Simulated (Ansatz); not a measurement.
Basis-set extrapolation for CH$_{6}$BNS, SMILES `CNBS` (PBE0-D4/def2-TZVP geometry, frozen core, the Gaussian-basis code of Ansatz). Multiplicity 1, RHF reference.

```
                      def2-TZVPP   def2-QZVPP
                 HF  -518.151012  -518.168116
    MP2 correlation    -0.668617    -0.716810
CCSD(T) correlation    -0.743810      not run
```

Energies in hartree. Use E(X) = E(∞) + A·exp(−7.88·√X) for Hartree–Fock and E(X) = E(∞) + B·X^(−2.97) for correlation, with X = 3 and 4, and add CCSD(T) minus MP2 of the smaller set to the MP2 limit.

Q: What is the CCSD(T) energy at the basis-set limit?

A: HF limit: -518.168116 + (-0.017104) × 0.13774 = -518.17047. MP2 limit: -0.716810 + (-0.048193) × 0.74074 = -0.75251. Higher-order term: -0.743810 − (-0.668617) = -0.07519. Total: -518.99817 hartree, 271.3 kJ/mol below CCSD(T)/def2-TZVPP.
